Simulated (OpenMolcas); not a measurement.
## C I: Slater's ratio, thermal populations, worked from levels

| Property | Result |
| --- | --- |
| Program | OpenMolcas 26.06 |
| Basis | ANO-RCC-VQZP [5s4p3d2f1g] |
| Scalar Hamiltonian | DKH2, point nucleus |
| Active space | 2 electrons in 9 orbitals (RAS2 2p; RAS3 3s 3d, at most 1 electron) |
| State averaging | 2S+1 = 3 even, 3 roots; 2S+1 = 1 even, 6 roots; 2S+1 = 3 odd, 3 roots; 2S+1 = 1 odd, 3 roots |
| Spin-orbit coupling | RASSI with atomic mean-field integrals over the reference wave functions, term energies averaged over their components |

Methods: RASSCF; SS-RASPT2, IPEA 0.25 Eh, imaginary shift 0.1 Eh (closed shells correlated: 1s 2s). Measured levels: NIST Handbook of Basic Atomic Spectroscopic Data.

**Slater's ratio.** With one set of orbitals, p2 has 1D - 3P = 6 F2 and 1S - 1D = 9 F2 (F2 = F²/25), a ratio of 3/2. Term energies are centres of gravity, weighted by 2J + 1.

```
   Source  1D - 3P  1S - 3P  F2 from the first  Ratio
   RASSCF    12594    30938               2099  1.457
SS-RASPT2     9947    26051               1658  1.619
 measured    10163    21618               1694  1.127
```

Energies in cm-1. A ratio away from 3/2 shows effects beyond one configuration with one set of orbitals, and in heavier atoms second-order spin-orbit shifts.

**Thermal populations.** Z = Σ (2J + 1) exp(-E/kT) with k = 0.695035 cm-1/K, over the levels below. No other level of either list lies under 33700 cm-1, which is above 7 kT at each temperature.

| Level | 2J + 1 | SS-RASPT2 | measured |
| --- | --- | --- | --- |
| 2s2 2p2 3P0 | 1 | 0.0 | 0.0 |
| 2s2 2p2 3P1 | 3 | 15.7 | 16.4 |
| 2s2 2p2 3P2 | 5 | 46.9 | 43.4 |
| 2s2 2p2 1D2 | 5 | 9980 | 10193 |
| 2s2 2p2 1S0 | 1 | 26080 | 21648 |

| T (K) | Z, SS-RASPT2 | Z, measured levels | Ground level (%), SS-RASPT2 | Ground level (%), measured levels |
| --- | --- | --- | --- | --- |
| 2000 | 8.804 | 8.814 | 11.4 | 11.3 |
| 3000 | 8.908 | 8.911 | 11.2 | 11.2 |
| 5000 | 9.203 | 9.192 | 10.9 | 10.9 |

At 5000 K, kT = 3475 cm-1, and the computed levels give Z = 1.000 + 2.986 + 4.933 + 0.283 + 0.001 = 9.203.

Term energies are means over components that CASPT2 splits; among the terms shown or strongly mixed into the levels shown the widest spread is 98 cm-1 (2s2 2p2 1D, SS-RASPT2). With the s shell closed, the reference lacks s² → p² mixing. No level of 2s2 2p 3d was computed, though it lies in the active space. Without dynamic correlation excited terms often stand tens of per cent too high (terms of higher spin than the ground term too low), and those without a measured partner can miss by more than the paired ones (holds for RASSCF). Some terms miss by over 15 % even with CASPT2, which points to a basis or an active space too small for the shells correlated (holds for SS-RASPT2). Computed and measured levels are paired by configuration, term and J; levels that our copy of the source lacks, or whose pairing is in doubt (as where it misses far off the trend of its configuration), stay unpaired and out of the deviations. Levels of configurations outside the active space are missing.
